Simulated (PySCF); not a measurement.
# Exercise with solution: chemical shift, span and skew from a shielding tensor

FGeH₇Si₂, SMILES F[SiH2][SiH2][GeH3]. Atoms are numbered in the order given.

```xyz
11

Si     0.5962     1.9737     0.0000
F     -0.1527     3.4251     0.0000
Si    -0.9708     0.2334     0.0000
Ge     0.1880    -1.8504     0.0000
H      1.4592     1.8978    -1.2159
H      1.4592     1.8978     1.2159
H     -1.8381     0.3219     1.2161
H     -1.8381     0.3219    -1.2161
H      1.0813    -1.9633    -1.2454
H      1.0813    -1.9633     1.2454
H     -0.8024    -3.0243     0.0000
```

The structure is a stationary point at r2SCAN-D4/def2-SVP. The structure was generated by enumeration, and PubChem lists no compound with its InChIKey, so it may never have been made. One conformer was computed; it need not be the lowest.

GIAO shieldings from PySCF with PBE/pcSseg-1, non-relativistic, no solvent. The symmetric part of the tensor of Si3 has the principal values 438.1, 445.4, 457.9 ppm. The same nucleus in TMS has σ = 335.4 ppm at this level (PySCF, at its B3LYP-D3(BJ)/def2-TZVP geometry).

Question: Work out the isotropic shielding, the ²⁹Si shift against TMS, the span and the skew.

Answer: 
σ(iso) = (σ11 + σ22 + σ33)/3 = 447.1 ppm. δ = σ(ref) − σ(iso) = 335.4 − (447.1) = -111.7 ppm.
Span Ω = σ33 − σ11 = 19.8 ppm. Skew κ = 3(σ(iso) − σ22)/Ω = 0.26. Tumbling in solution averages the tensor to δ; in a static solid the shielding alone would spread this spin-1/2 line over Ω.
